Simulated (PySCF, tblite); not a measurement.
Isomers of C5H6N2Si. Computed with GFN2-xTB (tblite): harmonic, unscaled wavenumbers at the GFN2-xTB geometry, gas phase. This tight-binding method is rough: wavenumbers can miss measured ones by several per cent, in bad cases by 10 to 20. Modes of hydrogen on silicon can be 10 to 20 % off. One conformer each.

Electronic energies: PBE0-D3(BJ)/def2-SVP at its own geometries (PySCF, gas phase).

```csv
SMILES,"electronic energy, lowest = 0 (kJ/mol)"
N#Cc1ccn([SiH3])c1,0.3
N#Cc1cccn1[SiH3],0.0
C#Cc1nccn1[SiH3],135.7
CC#C/C=N\[SiH2]C#N,201.7
```

Question: How do GFN2-xTB zero-point energies change the relative energies?

Answer: 
```tsv
SMILES	ZPE (kJ/mol)	of it from modes above 1550 cm⁻¹	electronic (kJ/mol)	with ZPE, lowest = 0 (kJ/mol)	lowest mode (cm⁻¹)	rings
N#Cc1cccn1[SiH3]	245.1	112.3	0.0	0.0	58	1
N#Cc1ccn([SiH3])c1	244.8	121.6	0.3	0.0	24	1
C#Cc1nccn1[SiH3]	240.9	113.0	135.7	131.5	49	1
CC#C/C=N\[SiH2]C#N	239.9	136.8	201.7	196.5	40	0
```

The zero-point energies span 5.2 kJ/mol, from `CC#C/C=N\[SiH2]C#N` to `N#Cc1cccn1[SiH3]`. The order is unchanged, ties at the printed digit aside.

Question: And how do the electronic energies of GFN2-xTB itself compare?

Answer: `N#Cc1cccn1[SiH3]` 0.0; `N#Cc1ccn([SiH3])c1` 2.7; `C#Cc1nccn1[SiH3]` 65.3; `CC#C/C=N\[SiH2]C#N` 272.0 kJ/mol, lowest = 0. Against the energies above, taken from the same isomer `N#Cc1cccn1[SiH3]`, the largest difference is 70.4 kJ/mol. The two levels were optimised apart and needn't hold the same conformer.

Question: What do entropy and thermal enthalpy add at 298.15 K and 1 bar (rigid rotor, harmonic oscillator, one conformer each)?

Answer: 
```tsv
SMILES	point group	symmetry number	S (J/(mol K))	H − H(0) (kJ/mol)	ZPE + H − H(0) − TS (kJ/mol)
N#Cc1cccn1[SiH3]	Cs	1	378.0	24.51	156.9
C#Cc1nccn1[SiH3]	Cs	1	384.2	25.35	151.7
CC#C/C=N\[SiH2]C#N	C1	1	425.2	30.04	143.1
```

Not tabulated: `N#Cc1ccn([SiH3])c1` (lowest mode only 24 cm⁻¹).
